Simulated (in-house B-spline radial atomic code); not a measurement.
Computed with a B-spline radial atomic code. Model: two electrons, singlet ground state, non-relativistic, full CI in B-splines with partial waves to l = 8 (at full coupling up to 3e-4 hartree above the limit, correlation up to 0.6 % small), density held at that of full coupling by Lieb maximisation.

Along the adiabatic connection the electron repulsion is scaled by a coupling λ while a local potential keeps the density fixed. At λ = 0 the system is the Kohn-Sham one and W equals the exchange energy; the exchange-correlation energy is the area under W between 0 and 1. The kinetic energy rises with λ as the electrons avoid each other, with dT/dλ = −λ dW/dλ.

Command:
```bash
python run_ac.py task.json out
```
Settings (lengths in bohr, energies in hartree):
```
potential              dot
strength               0.677
lmax                   8
second                 -1
```

Cost of the run: 13 s on 1 thread of Intel(R) Xeon(R) Processor @ 2.30GHz, with other jobs on the host.

**W = mean repulsion less Hartree energy, and W of three functionals.**

Given: confinement charge in harmonic well; well frequency 0.677 hartree; nuclear charge -1; external potential omega^2 r^2/2 - Z/r.

Computed: LDA exchange minus exact 67.387 millihartree; SCAN exchange minus exact -5.1316 millihartree.

| coupling | W xc (hartree) | W xc minus exchange (millihartree) | kinetic minus Kohn-Sham (millihartree) | LDA (PW92) W minus its exchange (millihartree) | PBE W minus its exchange (millihartree) | SCAN W minus its exchange (millihartree) |
| --- | --- | --- | --- | --- | --- | --- |
| 0 | -0.50696 | 0 | 0 | 0 | 0 | 0 |
| 0.02 | -0.50923 | -2.278 | 0.02 | -10.43 | -3.96 | -1.9 |
| 0.05 | ? | ? | ? | ? | ? | ? |
| 0.12 | -0.51998 | -13.022 | 0.77 | -38.49 | -19.23 | -10.66 |
| 0.25 | -0.53248 | -25.52 | 3.06 | -61.99 | -34.57 | -20.85 |
| 0.4 | -0.5451 | -38.142 | 7.14 | -82.19 | -49 | -31.29 |
| 0.6 | -0.55942 | -52.465 | 14.26 | -103.05 | -64.83 | -43.49 |
| 0.8 | ? | ? | ? | ? | ? | ? |
| 1 | -0.58155 | -74.593 | 31.71 | -133.49 | -89.27 | -63.48 |
| 1.4 | -0.59763 | -90.675 | 50.85 | -155.49 | -107.72 | -79.2 |
| 2 | -0.61474 | -107.78 | 79.6 | -179.72 | -128.65 | -97.38 |
| 3 | -0.6329 | -125.94 | 124.23 | -207.39 | -153.17 | -118.57 |
| 4.5 | -0.64879 | -141.83 | 182.7 | -234.14 | -177.37 | -138.54 |
| 7 | -0.66334 | -156.38 | 264.44 | -261.34 | -202.37 | -157.09 |
| 10 | -0.67324 | -166.28 | 347.35 | -281.44 | -221.04 | -168.92 |

Task: What belongs in the row 0.05?

Result: W xc (hartree): -0.51257; W xc minus exchange (millihartree): -5.612; kinetic minus Kohn-Sham (millihartree): 0.14; LDA (PW92) W minus its exchange (millihartree): -20.79; PBE W minus its exchange (millihartree): -9.07; SCAN W minus its exchange (millihartree): -4.63.

Task: What belongs in the row 0.8?

Result: W xc (hartree): -0.57142; W xc minus exchange (millihartree): -64.459; kinetic minus Kohn-Sham (millihartree): 22.62; LDA (PW92) W minus its exchange (millihartree): -119.68; PBE W minus its exchange (millihartree): -78.01; SCAN W minus its exchange (millihartree): -54.12.

Task: What is the PBE exchange minus exact?

Result: 15.456 millihartree.

**Energy parts, natural occupations and partial-wave weights.**

Computed: exchange energy -0.50696 hartree; correlation energy -0.04288 hartree; kinetic part of the DFT correlation energy 0.031713 hartree; initial slope twice GL2 -0.11498 hartree; kinetic part over minus potential part 0.42515; Kohn-Sham kinetic 0.70278 hartree; Lieb Oxford ratio E_xc over LDA exchange 1.2509.

```
natural  occupation of the shell (electrons)
      s                               1.9362
      p                             0.061155
      d                            0.0013001
      s                           0.00096237
      p                                    ?
      f                           0.00014906
```

Task: What belongs in the row p?

Result: occupation of the shell (electrons): 0.00015536.

```
wave      weight
   s     0.96857
   p           ?
   d  0.00066825
   f  7.9959e-05
   g   1.731e-05
```

Task: What belongs in the row p?

Result: weight: 0.030659.

Task: What is the total energy?

Result: 4.1181 hartree.

Task: What is the Hartree energy?

Result: 1.0139 hartree.

Half-way to full coupling W has made 61 % of its drop, against 50 % for a straight line, and second-order (GL2) theory, half the initial slope, overshoots the correlation energy by about 34 %: a marked bend. Over couplings 0 to 1 the errors in E_xc come to about +24 millihartree for LDA, +4.8 millihartree for PBE, +2.0 millihartree for SCAN, so SCAN is nearest. In LDA and PBE and SCAN the errors of exchange and correlation have opposite signs, so the sum is smaller than the larger of the two.
